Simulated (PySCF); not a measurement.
dimethyl diselenide (C$_{2}$H$_{6}$Se$_{2}$), singlet, geometry from GFN2-xTB, with bond 7-1 at 1.6 times its length. Base run: DF-TPSS/def2-SVP (PySCF).

PySCF was given this input:
```python
from pyscf import gto, scf, dft

mol = gto.M(
    atom='''
C     1.96855851   -1.17613388    0.15905438
Se    0.97949753    0.50754903    0.43355029
Se   -0.95991794    0.03942388   -0.69425543
C    -2.03741298   -0.74737573    0.75775304
H     2.96496543   -1.03041597    0.56454385
H     2.02239553   -1.38660484   -0.90507308
H     1.16581928   -2.46935764    0.99872467
H    -3.03451247   -0.91244136    0.36148533
H    -2.07384495   -0.05067966    1.59012976
H    -1.59842926   -1.69148076    1.06819576
''',
    basis='def2-svp',
    verbose=4,
)

mf = dft.RKS(mol)
mf.xc = 'tpss'
mf = mf.density_fit(auxbasis='def2-universal-jkfit')
mf.kernel()
mf.analyze()
```

Each row names what was changed in the base input (with any setting that the change needs).

| change | ΔE vs base (µEh) | SCF cycles | outcome |
|---|---|---|---|
| base | 0.0 | 11 | converged |
| diis = off; damp = 0.3 (with mf.diis_start_cycle = 200; with mf.max_cycle = 150) | - | - | cut at the time limit |
| diis_space = 12 | 0.0 | 11 | converged |
| init_guess = atom | 0.0 | 12 | converged |
| DIIS = ADIIS | 0.0 | 18 | converged |
| conv_tol = 1e-12 | 0.0 | 30 | converged |
| diis_space = 4 | 0.0 | 16 | converged |
| init_guess = vsap | 0.0 | 13 | converged |
| init_guess = sap | 0.0 | 14 | converged |
| conv_tol = 1e-6 | 0.2 | 8 | converged |
| diis = off; damp = 0.6 (with mf.diis_start_cycle = 200; with mf.max_cycle = 150) | 0.0 | 17 | converged |
| solver = newton; init_guess = 1e | - | - | cut at the time limit |
